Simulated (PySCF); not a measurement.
**HI⁺: from constants to spectrum**

UHF-CCSD(T) constants of HI⁺, ²Π (doublet), unpaired electrons π ↑ (PySCF, scalar-relativistic core potentials, basis sets H def2-SVPD, I def2-SVPD with ECP28; masses 1.0078 and 126.9045 u):

| Item | Value |
| --- | --- |
| ωe | 2225.9 cm⁻¹ |
| ωexe | 41.8 cm⁻¹ |
| Be | 6.3025 cm⁻¹ |
| αe | 0.172 cm⁻¹ |
| De to H + I⁺ | 3.09 eV |

Question: What force constant and bond length do these constants imply?

Answer: Reduced mass μred = 0.99988 u; k = 5.8918×10⁻⁷·μred·ωe² (u, cm⁻¹, mdyn/Å) = 2.92 mdyn/Å; Re = √(16.8576/(μred·Be)) (u, cm⁻¹, Å) = 1.636 Å.

Question: Estimate the centrifugal constant D from the Kratzer relation and find the Dunham coefficient a1.

Answer: D = 4Be³/ωe² = 0.000202 cm⁻¹; a1 = −1 − αeωe/(6Be²) = -2.61.

Correlated steps freeze 4 core orbitals. Correlated levels converge slowly with the basis: in double zeta they bind strong bonds too weakly, by up to about 1 eV, and carry superposition errors of some tenths. Spin–orbit coupling is left out, which matters for elements this heavy, above all for dissociation energies. For an ion De counts to the pair picked by the measured ionisation energies or electron affinities, which need not be the lowest pair at this level. The state is the lowest determinant that a PBE0 search found; another state may lie lower at other levels.
